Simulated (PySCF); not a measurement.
Isomers of C5H10O2S, one GFN2-xTB conformer each. Single-point energies are computed at PBE0/pcSseg-1 (PySCF, gas phase, no added dispersion term), electronic only.

| SMILES | GFN2-xTB relative energy (kcal/mol) |
| --- | --- |
| C=C[C@@H](C)S(C)(=O)=O | 33.2 |
| O=S1(=O)CCCCC1 | 2.8 |
| CCC(=O)OCSC | 0.0 |
| CC1(C)CCS1(=O)=O | 11.3 |
| CS(=O)(=O)C1CCC1 | 23.6 |
| CC/C=C/S(C)(=O)=O | 36.5 |
| C/C=C/CS(C)(=O)=O | 32.5 |

Conformers: `[CH2:1]=[CH:2][C@@H:3]([CH3:4])[S:5]([CH3:6])(=[O:7])=[O:8]` with C1–C2–C3–C4 133°, C2–C3–S5–C6 62°; `[O:1]=[S:2]1(=[O:3])[CH2:4][CH2:5][CH2:6][CH2:7][CH2:8]1` with O1–S2–C4–C5 172°, S2–C4–C5–C6 -63°, C4–C5–C6–C7 65°, C5–C6–C7–C8 -65°; `[CH3:1][CH2:2][C:3](=[O:4])[O:5][CH2:6][S:7][CH3:8]` with C1–C2–C3–O4 88°, C2–C3–O5–C6 -179°, C3–O5–C6–S7 102°, O5–C6–S7–C8 65°; `[CH3:1][C:2]1([CH3:3])[CH2:4][CH2:5][S:6]1(=[O:7])=[O:8]` with C1–C2–C4–C5 -95°, C2–C4–C5–S6 -16°, C4–C5–S6–O7 127°, C1–C2–S6–C5 101°; `[CH3:1][S:2](=[O:3])(=[O:4])[CH:5]1[CH2:6][CH2:7][CH2:8]1` with C1–S2–C5–C6 176°, S2–C5–C6–C7 -102°, C5–C6–C7–C8 -11°, C6–C7–C8–C5 11°, S2–C5–C8–C7 100°; `[CH3:1][CH2:2]/[CH:3]=[CH:4]/[S:5]([CH3:6])(=[O:7])=[O:8]` with C1–C2–C3–C4 123°, C3–C4–S5–C6 111°; `[CH3:1]/[CH:2]=[CH:3]/[CH2:4][S:5]([CH3:6])(=[O:7])=[O:8]` with C2–C3–C4–S5 115°, C3–C4–S5–C6 -60°.

Task: What does PBE0/pcSseg-1 give for the same structures?

Result: 
| SMILES | PBE0/pcSseg-1 E (Eh) | PBE0/pcSseg-1 (kcal/mol) | GFN2-xTB (kcal/mol) | point group |
| --- | --- | --- | --- | --- |
| CCC(=O)OCSC | -744.61101 | 0.0 | 0.0 | C1 |
| O=S1(=O)CCCCC1 | -744.55080 | 37.8 | 2.8 | Cs |
| CC1(C)CCS1(=O)=O | -744.53110 | 50.1 | 11.3 | C1 |
| C/C=C/CS(C)(=O)=O | -744.51759 | 58.6 | 32.5 | C1 |
| C=C[C@@H](C)S(C)(=O)=O | -744.51458 | 60.5 | 33.2 | C1 |
| CC/C=C/S(C)(=O)=O | -744.51414 | 60.8 | 36.5 | C1 |
| CS(=O)(=O)C1CCC1 | -744.51245 | 61.8 | 23.6 | C1 |

Both levels put the same isomer lowest; measured from each level's own lowest isomer, the values differ by up to 38.8 kcal/mol (CC1(C)CCS1(=O)=O: 11.3 against 50.1). As drawn, the lowest has a C=O bond and a C(=O)–O unit, which the highest lacks; the highest has a four-membered ring and an S=O bond, which the lowest lacks. Neighbours under 2.5 kcal/mol apart (C/C=C/CS(C)(=O)=O and C=C[C@@H](C)S(C)(=O)=O; C=C[C@@H](C)S(C)(=O)=O and CC/C=C/S(C)(=O)=O; CC/C=C/S(C)(=O)=O and CS(=O)(=O)C1CCC1) can change places with a better method, another conformer or zero-point energy.

Task: Which frontier levels, dipoles and rotational constants go with these structures?

Result: 
| SMILES | HOMO (eV, PBE0/pcSseg-1) | LUMO (eV) | dipole (D) | A, B, C (MHz) |
| --- | --- | --- | --- | --- |
| CCC(=O)OCSC | -6.73 | 0.07 | 3.25 | 3676, 827.5, 744.9 |
| O=S1(=O)CCCCC1 | -7.95 | 0.87 | 5.08 | 2915, 1614, 1380 |
| CC1(C)CCS1(=O)=O | -8.00 | 1.03 | 4.94 | 2388, 1660, 1652 |
| C/C=C/CS(C)(=O)=O | -7.50 | -0.31 | 5.25 | 3652, 914.3, 892.6 |
| C=C[C@@H](C)S(C)(=O)=O | -7.71 | -0.57 | 4.46 | 2408, 1524, 1200 |
| CC/C=C/S(C)(=O)=O | -8.13 | -0.84 | 5.18 | 3725, 828.7, 809.0 |
| CS(=O)(=O)C1CCC1 | -8.04 | 0.86 | 4.49 | 3133, 1427, 1310 |
